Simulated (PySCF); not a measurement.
C4H2BrCl, SMILES C#C/C=C(/Cl)Br. Heavy atoms are numbered as in [CH:1]#[C:2]/[CH:3]=[C:4](/[Cl:5])[Br:6]. Hydrogens are named by the atom that carries them.

Coordinates come from a B3LYP-D3(BJ)/def2-SVP optimisation. The structure was generated by enumeration; whether it is a known compound was not checked.

All values below come from PBE/pcSseg-1 (PySCF).

GIAO shieldings, no solvent; atoms alike by connectivity are averaged. δ = σ(ref) − σ: ¹³C against TMS (σ = 182.0 ppm); ³⁵Cl against HCl (σ = 936.5 ppm); ¹H against TMS (σ = 31.49 ppm), references at their B3LYP-D3(BJ)/def2-TZVP geometries, non-relativistic (without spin–orbit terms, shifts of atoms bonded to Cl or Br come out too high).

```json
[
 {"atoms": "C4", "nucleus": "¹³C", "count": "1", "δ (ppm)": "[?]"},
 {"atoms": "C3 (CH)", "nucleus": "¹³C", "count": "1", "δ (ppm)": "120.0"},
 {"atoms": "C1 (CH)", "nucleus": "¹³C", "count": "1", "δ (ppm)": "98.1"},
 {"atoms": "C2", "nucleus": "¹³C", "count": "1", "δ (ppm)": "85.1"},
 {"atoms": "Cl5", "nucleus": "³⁵Cl", "count": "1", "δ (ppm)": "411.3"},
 {"atoms": "H on C3", "nucleus": "¹H", "count": "1", "δ (ppm)": "[?]"},
 {"atoms": "H on C1", "nucleus": "¹H", "count": "1", "δ (ppm)": "[?]"}
]
```

Question: Complete the blanks. (An estimate is asked for; the answer gives what the named calculation found.)

Answer: 
- H on C3, δ (ppm): 6.24
- C4, δ (ppm): 160.4
- H on C1, δ (ppm): 3.85
